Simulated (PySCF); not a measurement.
Species: C5H6F2.
SMILES: `C=C=C(C)C(F)F`

Vertical excitations from PySCF (density fitting, frozen core in the response, grid level 2 and gas phase unless stated; continuum runs use non-equilibrium linear response for the excitations) on a GFN2-xTB geometry. Reference run:

```csv
settings,"S1, eV (f)","S2, eV (f)","S3, eV (f)","S4, eV (f)","S5, eV (f)","S6, eV (f)","T1, eV (Tamm–Dancoff)",mean α (au)
"PBE0/def2-SVPD, full TDDFT, 6 singlets",5.87 (0.000),6.27 (0.000),7.18 (0.085),7.27 (0.001),7.62 (0.083),7.92 (1.128),4.55,65.5
```

**Question.** What do these settings give: (1) WP04/def2-SVP, IEF-PCM acetone, energy threshold 1e-11 Eh, damping 0.2 at the start, DIIS from the seventh cycle, TDA, 6 singlets; (2) KT2/aug-pcSseg-1, IEF-PCM chloroform, full TDDFT, 6 singlets?

**Answer.** 
```tsv
settings	S1, eV (f)	S2, eV (f)	S3, eV (f)	S4, eV (f)	S5, eV (f)	S6, eV (f)	T1, eV (Tamm–Dancoff)	mean α (au)
WP04/def2-SVP, IEF-PCM acetone, energy threshold 1e-11 Eh, damping 0.2 at the start, DIIS from the seventh cycle, TDA, 6 singlets	5.90 (0.000)	6.07 (0.000)	7.47 (0.203)	8.19 (0.002)	8.20 (1.537)	8.85 (0.057)	–	68.1
KT2/aug-pcSseg-1, IEF-PCM chloroform, full TDDFT, 6 singlets	5.58 (0.000)	5.96 (0.000)	6.16 (0.001)	6.45 (0.052)	6.58 (0.118)	6.71 (0.000)	4.53	86.1
```

(1) S1 moves by +0.03 eV; functional, basis, environment and response scheme change together, so the shift can't be laid on one. (2) S1 moves by -0.29 eV; functional, basis and environment change together, so the shift can't be laid on one. States are counted by energy in each run and needn't keep their character from row to row.

KT2 and WP04 were designed for NMR shieldings or shifts; total energies of different functionals aren't comparable.

**Question.** Give the leading configurations of S1 (H = HOMO, L = LUMO) and the HOMO–LUMO gap of each run.

**Answer.** 
| settings | S1 configurations (weight) | S1 (eV) | orbital gap (eV) | S1 − gap (eV) |
| --- | --- | --- | --- | --- |
| PBE0/def2-SVPD, full TDDFT, 6 singlets | H→L+1 0.89, H−1→L 0.10 | 5.87 | 7.72 | -1.85 |
| WP04/def2-SVP, IEF-PCM acetone, energy threshold 1e-11 Eh, damping 0.2 at the start, DIIS from the seventh cycle, TDA, 6 singlets | H→L+1 0.77, H−1→L 0.23 | 5.90 | 6.71 | -0.81 |
| KT2/aug-pcSseg-1, IEF-PCM chloroform, full TDDFT, 6 singlets | H→L 0.97 | 5.58 | 5.52 | +0.06 |

One conformer (not necessarily the lowest) at the GFN2-xTB geometry, without vibrations or thermal averaging.

The values belong to the conformer `[CH2:1]=[C:2]=[C:3]([CH3:4])[CH:5]([F:6])[F:7]`: C2–C3–C5–F6 121°.
